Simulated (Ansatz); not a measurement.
Cost and result for the atomization energy of C7H14 (`C[C@@H]1CCC[C@H]1C`) (21 atoms, 21 bonds).

```xyz
21

C    -1.960   -0.881   -0.115
C    -0.648   -0.317    0.391
C    -0.756    1.097    0.958
C     0.675    1.662    0.935
C     1.482    0.707    0.036
C     0.448   -0.173   -0.666
C     1.006   -1.478   -1.196
H    -2.709   -0.920    0.680
H    -1.843   -1.894   -0.507
H    -2.362   -0.255   -0.919
H    -0.256   -0.980    1.177
H    -1.207    1.117    1.953
H    -1.408    1.688    0.305
H     0.688    2.683    0.549
H     1.103    1.706    1.939
H     2.131    1.231   -0.669
H     2.131    0.068    0.645
H     0.017    0.395   -1.504
H     1.419   -2.079   -0.379
H     1.809   -1.303   -1.916
H     0.240   -2.074   -1.697
```

Total charge 0; spin multiplicity 1. The geometry is a stationary point of PBE0-D4/def2-TZVP. Program: Ansatz. All runs use 2 threads of an AMD EPYC 7R13 on a shared host and a share of an NVIDIA H100 80 GB. Times are those of one run each, without the atoms' runs, and a repeat can differ threefold. Electronic energies, without spin–orbit coupling; frozen cores. CCSD(T)/CBS adds CCSD(T) − MP2 in def2-TZVPP to the MP2 limit, and its time is that of the two runs behind it. T1 = 0.009. HSE06 is the plane-wave form, built on full-range PBE exchange.

CCSD(T)/CBS is a level of theory with its own doubt, some kJ/mol a heavy atom from the limit and from the frozen cores, so smaller differences don't rank the functionals.

| level | functions | wall time |
| --- | --- | --- |
| BHLYP-D4/def2-TZVPP | 413 | 3.7 s |
| ωB97X-V/def2-TZVPP | 413 | 4.1 s |
| HSE06-D4/def2-TZVPP | 413 | 4.1 s |
| B2PLYP/def2-TZVPP | 413 | 5.5 s |
| CCSD(T)/def2-SVP | 168 | 5.5 s |
| CAM-B3LYP-D4/def2-TZVPP | 413 | 6 s |
| r2SCAN-D4/def2-TZVPP (with forces) | 413 | 6.5 s |
| PBE0-D4/def2-TZVPP | 413 | 6.5 s |
| PBE-D4/def2-TZVPP (with forces) | 413 | 7 s |
| B97M-V/def2-TZVPP | 413 | 7 s |
| MP2/def2-QZVPP | 819 | 14 s |
| CCSD(T)/def2-TZVPP | 413 | 35 s |
| CCSD(T)/CBS(def2) | – | 49 s |

(1) What atomization energy does each give, and how far from CCSD(T)/CBS? (Estimate.)

Results:

(1) The calculation gave: 
| level | atomization (kcal/mol) | difference from CCSD(T)/CBS | per bond |
| --- | --- | --- | --- |
| BHLYP-D4/def2-TZVPP | 2014.4 | -41.1 | -2.0 |
| ωB97X-V/def2-TZVPP | 2060.2 | 4.7 | 0.2 |
| HSE06-D4/def2-TZVPP | 2076.7 | 21.2 | 1.0 |
| B2PLYP/def2-TZVPP | 2036.0 | -19.5 | -0.9 |
| CCSD(T)/def2-SVP | 1987.3 | -68.2 | -3.2 |
| CAM-B3LYP-D4/def2-TZVPP | 2065.6 | 10.1 | 0.5 |
| r2SCAN-D4/def2-TZVPP (with forces) | 2061.1 | 5.6 | 0.3 |
| PBE0-D4/def2-TZVPP | 2075.6 | 20.1 | 1.0 |
| PBE-D4/def2-TZVPP (with forces) | 2095.2 | 39.7 | 1.9 |
| B97M-V/def2-TZVPP | 2059.7 | 4.2 | 0.2 |
| MP2/def2-QZVPP | 2060.2 | 4.7 | 0.2 |
| CCSD(T)/def2-TZVPP | 2014.6 | -40.9 | -1.9 |
| CCSD(T)/CBS(def2) | 2055.5 | 0.0 | 0.0 |

From BLYP to BHLYP (50 % exact exchange), in def2-TZVPP and without D4, the atomization energy moves by −14.6 kcal/mol: exact exchange takes away binding that semilocal exchange gives to molecules. The D4 term adds +17.9 kcal/mol with B3LYP and +9.6 kcal/mol with PBE0; it sums over pairs of atoms, weighted by their polarisabilities, and B3LYP, whose exchange is more repulsive, gets the larger term. At CCSD(T), def2-SVP lies −68.2 kcal/mol from the extrapolated value and def2-TZVPP −40.9 kcal/mol: correlation converges slowly with the basis, and small sets miss more of it in the bonded molecule than in its fragments.

B3LYP here is the variant with VWN-RPA as its local correlation; programs differ in this.
